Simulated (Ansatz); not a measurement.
The same ligand exchange along the group Al, Ga, In.

Calculated with Ansatz (gas phase, PBE0-D4/def2-TZVP geometries, no zero-point term in ΔE). CCSD(T)/CBS is the MP2 limit (def2-TZVPP, def2-QZVPP) plus CCSD(T) − MP2 in def2-TZVPP, frozen cores. This one scheme is used for every species. DFT in def2-TZVPP. Elements past krypton have def2 core potentials. For Br, Ga, In outer-core shells are correlated without core-valence functions, which leaves a few kJ/mol of doubt a bond. Scalar relativity is left out up to krypton. Each species was taken in one conformer, which may not be the lowest.

```json
{"reaction": "`[NH2][AlH][Br]` + silanol → `[SiH3][O][AlH][Br]` + NH₃", "PBE0-D4 (eV)": "-0.64", "CCSD/CBS(def2) (eV)": "-0.70", "revPBE-D4 (eV)": "-0.61", "CCSD(T)/CBS(def2) (eV)": "-0.69"}
{"reaction": "`[NH2][GaH][Br]` + silanol → `[SiH3][O][GaH][Br]` + NH₃", "PBE0-D4 (eV)": "-0.31", "CCSD/CBS(def2) (eV)": "-0.31", "revPBE-D4 (eV)": "-0.32", "CCSD(T)/CBS(def2) (eV)": "-0.31"}
{"reaction": "`[NH2][InH][Br]` + silanol → `[SiH3][O][InH][Br]` + NH₃", "PBE0-D4 (eV)": "-0.35", "CCSD/CBS(def2) (eV)": "-0.39", "revPBE-D4 (eV)": "-0.36", "CCSD(T)/CBS(def2) (eV)": "-0.40"}
```

Largest T1 diagnostic: 0.013, for `[SiH3][O][InH][Br]`.
